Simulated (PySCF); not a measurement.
C4H4F2O2, SMILES FC(F)=C1COCO1. Atoms are numbered in the order given.

```xyz
12

F      1.4863    -1.7933     0.6187
C      1.2390    -0.5410     0.2868
F      2.3425     0.1987     0.2668
C      0.0415    -0.0301     0.0113
C     -0.2885     1.3917    -0.3913
O     -1.7020     1.4090    -0.2690
C     -2.1204     0.0976    -0.4986
O     -1.1201    -0.7485     0.0579
H      0.0326     1.6060    -1.4306
H      0.1434     2.1541     0.2733
H     -2.2128    -0.1186    -1.5849
H     -3.0763    -0.0843     0.0128
```

The structure is a stationary point at B3LYP-D3(BJ)/def2-SVP. This is a generated structure with no PubChem entry under its InChIKey; it may be hypothetical. One conformer was computed; it need not be the lowest.

These are PBE/def2-TZVP in PySCF values and carry that method's errors.

Isolated molecule, no solvent.

Computed frontier levels, gap, dipole moment:
- highest occupied level: -5.21 eV
- lowest empty level: -0.15 eV
- orbital gap: 5.06 eV
- dipole moment: 0.348 e·Å
- quadrupole, principal values (traceless, Buckingham form, about the centre of nuclear charge): -5.78, 1.38, 4.40 D·Å
